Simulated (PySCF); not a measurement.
**Excitation energy of In by level of theory**

In [Kr] 4d10 5s2 5p1 (2P) → In [Kr] 4d10 5s1 5p1 5d1 (high-spin determinant), as a difference of total energies. Calculation: PySCF 2.14, in aug-cc-pVQZ-PP with one added diffuse shell each of s, p, d, f, g type with ECP28MDF (8s8p6d4f3g, 117 functions); scalar relativity through the core potential. Correlated levels: valence: 4s2 4p6 4d10 frozen. The calculations carry no spin-orbit coupling.

| method | excitation energy (cm⁻¹) |
| --- | --- |
| UHF | 61604 |
| LDA | 77575 |
| PBE | 74027 |
| PBE0 | 72411 |
| r2SCAN | 73374 |
| r2SCAN0 | 72488 |
| r2SCANh | 73014 |
| MP2 (valence) | 67553 |
| SCS-MP2 (valence) | 69245 |

The upper state lies above the first ionisation limit, but in LS coupling its spin forbids autoionisation to the ground ion; at this Z spin-orbit coupling breaks that rule.

The promoted electron is Rydberg-like, and one or two diffuse shells describe it only roughly, which tends to raise the upper state.

The determinant of the upper state mixes LS terms, which raises its energy above the lowest term, most at the Hartree-Fock and MP2 levels.
